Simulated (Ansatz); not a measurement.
Born–Oppenheimer molecular dynamics of GaH₄NO (7 atoms, charge 0, multiplicity 1). It goes on from the last frame of an earlier run, with new velocities.

The calculation used Ansatz, RKS B3LYP-D4/def2-mTZVP.

```json
{
 "ensemble": "NVE (Milne-controlled integrator)",
 "time step": "0.5 fs",
 "steps asked": "150",
 "starting velocities drawn for": "1000 K",
 "seed": "468940"
}
```

First frame:

```xyz
7
Properties=species:S:1:pos:R:3
Ga -0.002 0.073 -0.089
O -0.152 -0.321 1.727
H -0.871 -0.070 2.359
H 1.628 0.134 -0.060
N -1.650 0.027 -0.810
H -2.089 -0.823 -0.554
H -1.973 0.161 -1.745
```

**Question.** How far do the bonds stretch over the last three quarters of this one trajectory? (Pairs bonded in most of those frames.)

**Answer.** 
| bond | mean (Å) | spread (Å) | shortest | longest |
| --- | --- | --- | --- | --- |
| Ga1–O2 | 1.846 | 0.105 | 1.68 | 1.99 |
| Ga1–H4 | 1.585 | 0.072 | 1.46 | 1.71 |
| Ga1–N5 | 1.845 | 0.016 | 1.82 | 1.87 |
| O2–H3 | 0.988 | 0.080 | 0.87 | 1.10 |
| N5–H6 | 1.018 | 0.027 | 0.98 | 1.06 |
| N5–H7 | 1.015 | 0.018 | 0.98 | 1.04 |

Mean temperature of the second half: 1026 K. The conserved energy stayed within 0.36 meV per atom of its start (net change -0.19 meV per atom), so the integration is sound. A run of 0.075 ps of so small a system gives no equilibrium averages.

Time of the run: 7.8 min on 1 thread of Arm Neoverse V2, on a shared host, peak memory 0.17 GiB.
